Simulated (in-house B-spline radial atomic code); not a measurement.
# Ionising Xe³⁺ with different functionals

Computed with a B-spline radial code for spherical atoms: four-component Dirac-Coulomb Hamiltonian, Fermi nucleus of rms radius 4.7859 fm, spin-restricted, spherical fractional occupations for the functionals, and exact exchange of hybrids averaged over the configuration. The ionisation energy is the difference of two self-consistent energies, [Kr] 4d10 5s2 5p3 → [Kr] 4d10 5s2 5p2, without Breit or QED terms; ε is the level of the shell that loses the electron (mean over j). The electron is taken from both j subshells in proportion to 2j + 1, so the result is a j average, not the step between ground levels.

```tsv
method	rung	ΔSCF (eV)	-ε(5p) (eV)
B97-1	global hybrid	42.31	38.13
PBE0	global hybrid	42.42	38.48
CAM-B3LYP	range-separated hybrid	42.51	39.97
LC-wPBE	range-separated hybrid	42.51	41.43
```

Problem. Among the functionals, which spreads more, the ΔSCF values or the orbital energies?

Solution. The orbital energies: ΔSCF values span about 0.20 eV and the orbital energies 3.30 eV; here energy differences depend much less on the functional than eigenvalues do.

Problem. How do they compare with the NIST value?

Solution. NIST lists 42.2 eV ± 0.2 (measured, ground level to ground level). Errors run from +0.11 to +0.31 eV; all lie within about twice that uncertainty, so the table can't rank the methods.
